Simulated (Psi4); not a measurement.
C6H15Al, singlet, at a GFN2-xTB geometry (such geometries of metal compounds can be far from the true shape); PBE/6-31G* in Psi4.

Input for Psi4:
```
memory 2 GB

molecule {
0 1
Al    0.23254875   -0.09127216    0.17781867
C     1.60822037    0.29411525   -1.23879162
C     1.28366688    1.38923772   -2.26742086
H     1.87585448   -0.62020127   -1.79032132
H     2.53321401    0.57609625   -0.70786354
H     1.06813100    2.33432054   -1.77027088
H     0.41262384    1.11732709   -2.85999573
H     2.11890541    1.54863674   -2.95129636
C    -1.76368020   -0.03452995   -0.07842335
C    -2.25206622    0.36624641   -1.47916509
H    -2.21743853    0.64744823    0.65749449
H    -2.18599895   -1.02150165    0.16760771
H    -1.84026666   -0.30078311   -2.23581630
H    -1.93818296    1.38058695   -1.72020746
H    -3.34027682    0.32383459   -1.54743145
C     0.94484373   -0.58959003    1.99107131
C    -0.08642383   -1.31826703    2.86693314
H     1.30181723    0.29398901    2.54049732
H     1.83528786   -1.22749113    1.88612950
H    -0.38163133   -2.26093079    2.40736096
H    -0.98435636   -0.71320404    2.98806130
H     0.31181976   -1.53486371    3.85918757
}

set {
  basis 6-31g*
  scf_type pk
  puream true
  d_convergence 1e-8
  dft_radial_points 99
  dft_spherical_points 590
}

energy('pbe')
print_variables()
```

### Question
What does Psi4 print? Leave out banner, timings and long lists.

### Answer

```
   => Loading Basis Set <=

    Name: 6-31G*
    Role: ORBITAL
    Keyword: BASIS

         ---------------------------------------------------------
                                   SCF
               by Justin Turney, Rob Parrish, Andy Simmonett
                          and Daniel G. A. Smith
                              RKS Reference
         ---------------------------------------------------------

  ==> Geometry <==

    Molecular point group: c1
    Full point group: C1

    Geometry (in Angstrom), charge = 0, multiplicity = 1:

       Center              X                  Y                   Z               Mass
    ------------   -----------------  -----------------  -----------------  -----------------
         AL           0.218108997270    -0.085762904183     0.166924850548    26.981538530000
         C            1.593780617270     0.299624505817    -1.249685439452    12.000000000000
         C            1.269227127270     1.394746975817    -2.278314679452    12.000000000000
         H            1.861414727270    -0.614692014183    -1.801215139452     1.007825032230
         H            2.518774257270     0.581605505817    -0.718757359452     1.007825032230
         H            1.053691247270     2.339829795817    -1.781164699452     1.007825032230
         H            0.398184087270     1.122836345817    -2.870889549452     1.007825032230
         H            2.104465657270     1.554145995817    -2.962190179452     1.007825032230
         C           -1.778119952730    -0.029020694183    -0.089317169452    12.000000000000
         C           -2.266505972730     0.371755665817    -1.490058909452    12.000000000000
         H           -2.231878282730     0.652957485817     0.646600670548     1.007825032230
         H           -2.200438702730    -1.015992394183     0.156713890548     1.007825032230
         H           -1.854706412730    -0.295273854183    -2.246710119452     1.007825032230
         H           -1.952622712730     1.386096205817    -1.731101279452     1.007825032230
         H           -3.354716572730     0.329343845817    -1.558325269452     1.007825032230
         C            0.930403977270    -0.584080774183     1.980177490548    12.000000000000
         C           -0.100863582730    -1.312757774183     2.856039320548    12.000000000000
         H            1.287377477270     0.299498265817     2.529603500548     1.007825032230
[...]
   @RKS iter   8:  -479.57640174233495   -2.50443e-06   4.12621e-06 DIIS
   @RKS iter   9:  -479.57640191825743   -1.75922e-07   5.46902e-07 DIIS
   @RKS iter  10:  -479.57640192055698   -2.29954e-09   3.09474e-07 DIIS
   @RKS iter  11:  -479.57640192142742   -8.70443e-10   8.48526e-08 DIIS
   @RKS iter  12:  -479.57640192150069   -7.32712e-11   1.29531e-08 DIIS
   @RKS iter  13:  -479.57640192150217   -1.47793e-12   4.09254e-09 DIIS
  Energy and wave function converged.

  ==> Post-Iterations <==

   Electrons on quadrature grid:
      Ntotal   =   63.9999937339 ; deviation = -6.266e-06

    Orbital Energies [Eh]
    ---------------------

    Doubly Occupied:

[...]
    Virtual:

[...]
     132A      2.563405

    Final Occupation by Irrep:
              A
    DOCC [    32 ]
    NA   [    32 ]
    NB   [    32 ]

  @RKS Final Energy:  -479.57640192150217

   => Energetics <=

    Nuclear Repulsion Energy =            352.2995229974141012
    One-Electron Energy =               -1355.2178525067126884
    Two-Electron Energy =                 579.7306809996794073
    DFT Exchange-Correlation Energy =     -56.3887534118829947
    Empirical Dispersion Energy =           0.0000000000000000
    VV10 Nonlocal Energy =                  0.0000000000000000
    Total Energy =                       -479.5764019215021676

Computation Completed

Properties will be evaluated at   0.000000,   0.000000,   0.000000 [a0]

Properties computed using the SCF density matrix

 Multipole Moments:

 ------------------------------------------------------------------------------------
     Multipole            Electronic (a.u.)      Nuclear  (a.u.)        Total (a.u.)
 ------------------------------------------------------------------------------------

 L = 1.  Multiply by 2.5417464519 to convert [e a0] to [Debye]
 Dipole X            :          1.7415979           -1.7463792           -0.0047812
 Dipole Y            :         -0.6684766            0.6663027           -0.0021739
 Dipole Z            :          1.2968170           -1.3175260           -0.0207090
 Magnitude           :                                                    0.0213647

 ------------------------------------------------------------------------------------

  Variable Map:
  ----------------------------------------------------------------------------
[...]
  Array Variable Map:
  ----------------------------------------------------------------------------
[...]
[...]
```
